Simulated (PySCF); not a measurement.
# Mo²⁺ (molybdenum, charge +2) across methods

[Kr] 4d3 5p1, one real determinant (an excited configuration). All numbers are calculated (PySCF 2.14, a scalar-relativistic core potential, in aug-cc-pwCVDZ-PP with ECP28MDF (6s6p5d3f, 70 functions)).

```tsv
method	E (hartree)	mean ε 4p β (eV)	mean ε 4d α (eV)	mean ε 5p α (eV)	Σ⟨r²⟩ (bohr²)	⟨S²⟩
BP86	-66.7371	-60.325	-25.916	-15.298	35.02	6.001
PBEsol	-66.5601	-60.038	-25.768	-15.181	35.10	6.000
CAM-B3LYP	-66.6317	-63.985	-28.967	-16.644	35.17	6.001
r2SCAN	-66.7104	-60.942	-26.341	-15.239	35.03	6.002
UHF	-66.22429	-68.316	-32.280	-16.993	35.88	6.004
TPSSh	-66.6657	-61.268	-26.604	-15.334	35.16	6.001
PBE	-66.6802	-60.152	-25.860	-15.182	35.11	6.001
LDA	-66.4867	-60.113	-25.787	-15.263	35.15	6.000
```

Question: Estimate the same row for PBE0.

Answer: E (hartree) = -66.6712; mean ε 4p β (eV) = -62.529; mean ε 4d α (eV) = -27.636; mean ε 5p α (eV) = -15.748; Σ⟨r²⟩ (bohr²) = 35.18; ⟨S²⟩ = 6.001.

⟨L²⟩ = 14.01 against 20 for a pure G term, so this real determinant mixes terms. Energies and moments cover only the electrons outside the core potential.
